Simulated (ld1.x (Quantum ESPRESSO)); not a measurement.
## u(r) = r·R(r): atom against pseudo-atom (iron (Fe))

Columns: radius, all-electron u(r) and pseudo u(r) of the 3d shell (level -25.68 eV) of iron in the configuration [Ar] 3d6 4s0 4p0; PBEsol, scalar-relativistic, TM scheme, ld1.x (Quantum ESPRESSO) 7.5.

```
r (bohr)  all-electron  pseudo
   0.143        0.1528  0.0685
   0.285        0.4933  0.3909
   0.428        0.7633  0.7724
   0.570        0.9025  0.9425
   0.713        0.9393  0.9507
   0.855        0.9136  0.9139
   0.998        0.8556  0.8556
   1.140        0.7843  0.7843
   1.283        0.7087  0.7087
   1.425        0.6349  0.6349
   1.568        0.5647  0.5647
   1.710        0.5001  0.5001
   1.853        0.4407  0.4407
   1.995        0.3874  0.3874
   2.138        0.3393  0.3393
   2.280        0.2966  0.2966
   2.423        0.2585  0.2585
   2.565        0.2250  0.2250
   2.708        0.1954  0.1954
   2.850        0.1695  0.1695
   2.992        0.1468  0.1468
   3.135        0.1268  0.1268
   3.278        0.1093  0.1093
   3.420        0.0942  0.0942
   3.563        0.0810  0.0810
   3.705        0.0697  0.0697
```

(1) How many radial nodes do the two functions have?

(2) At about which radius was the pseudo-wave matched?

(3) Is the pseudo-wave norm-conserving?

Results:

(1) The all-electron 3d function has n − l − 1 = 0; the pseudo-wave has 0.

(2) 0.95 bohr, where the columns begin to agree (steps of 0.14 bohr).

(3) Yes: the TM scheme keeps the norm inside the radius equal to the all-electron one, which fixes the energy derivative of the logarithmic derivative at the level.
